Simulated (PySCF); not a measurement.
Interval between two levels of Sb by level of theory

Sb [Kr] 4d10 5s2 5p3 [4S3/2, M_J = 3/2] → Sb [Kr] 4d10 5s2 5p2 6s1 [4P5/2, M_J = 5/2], as a difference of total energies. Computed with PySCF 2.14 in x2c-TZVPall-2c with one added diffuse shell each of s, p, d, f type (9s10p6d3f, 90 functions), with the two-component X2C-1e Hamiltonian. Correlated levels: [Ar] 3d10 frozen; the 6 highest virtual spinors dropped. "Screened" scales the spin-orbit matrix elements by Boettger's factors to mimic the two-electron term; Breit and QED terms are absent.

```csv
method,interval between two levels (cm⁻¹),error (cm⁻¹)
GHF (spin-free),48846,+513
GMP2 (spin-free),49309,+977
GHF (screened spin-orbit),50366,+2034
GMP2 (screened spin-orbit),50983,+2650
```

Reference: 48332 cm⁻¹ (measured; NIST Handbook of Basic Atomic Spectroscopic Data (Sansonetti and Martin, J. Phys. Chem. Ref. Data 34, 1559 (2005))).

The spin-free rows relax to the high-spin LS determinant and lack the spin-orbit shift.

Errors of the correlated levels include the incompleteness of this basis and the frozen core.

The labels give the starting determinants; with spin-orbit coupling the two ends relaxed to ⟨J²⟩ = 3.75, ⟨L²⟩ = 0.07, ⟨S²⟩ = 3.71 and ⟨J²⟩ = 8.77, ⟨L²⟩ = 2.40, ⟨S²⟩ = 3.51.

The promoted electron is Rydberg-like, and one or two diffuse shells describe it only roughly, which tends to raise the upper state.
